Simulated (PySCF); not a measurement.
# Structure elucidation problem

The spectra below were simulated for a compound C₃H₁₃PSi₃.

¹H NMR (400 MHz, computed): δ 6.07 (m, 1H), 5.99 (m, 1H), 4.35 (m, 2H), 4.01 (m, 6H), 1.99 (s, 3H).

¹³C{¹H} NMR (computed): δ 142.2 (C), 136.9 (CH2), 26.4 (CH3).

PySCF 2.14 calculation with coordinates at the PBE0-D3(BJ)/def2-SVP level and shieldings: GIAO B97-2/pcSseg-1; rapidly exchanging positions averaged, non-relativistic Hamiltonian, in vacuum, a single conformation.

References, each an isolated molecule treated in the same way: TMS for ¹H and ¹³C.

Task: Propose a structure and justify it.

Result: 
3 carbon signals for 3 carbons: no two carbons are equivalent. Carbon types of the structure: 1 × C, 1 × CH2, 1 × CH3, leaving 8 H on heteroatoms. δC 142.2: fully substituted alkene carbon; as expected for a trigonal carbon in a double bond. δC 136.9: terminal =CH2 carbon; as expected for a trigonal carbon in a double bond. δC 26.4: allylic methyl carbon; aliphatic region, no heteroatom directly attached. δH 6.07, 5.99: hydrogen on a terminal =CH2 carbon; olefinic region. δH 4.35: hydrogen on a silicon bonded to C, P. δH 4.01: hydrogen on a silicon bonded to P. δH 1.99: hydrogen on an allylic methyl carbon; allylic position.

These data were computed for SMILES [SiH3]P([SiH2]C(=C)C)[SiH3].

The data come from this structure; uniqueness wasn't tested.

Splittings by ³¹P in the carbon and heteronuclear signals aren't shown, as no couplings were computed. Shifts are as computed. Against solution values, carbons near 30 ppm lie about +1 ppm off and those near 130 ppm about +2 ppm. Of 1309 compounds with measured shifts, 239 miss one by over three times the rms of a fit or turn the order of signals round; such compounds aren't used in these exercises. No couplings were computed; multiplicities are counted from neighbouring protons, with m where these are inequivalent, close in shift, in a saturated or five-membered ring or joined by F or P, and br s for small geminal =CH2 splittings.
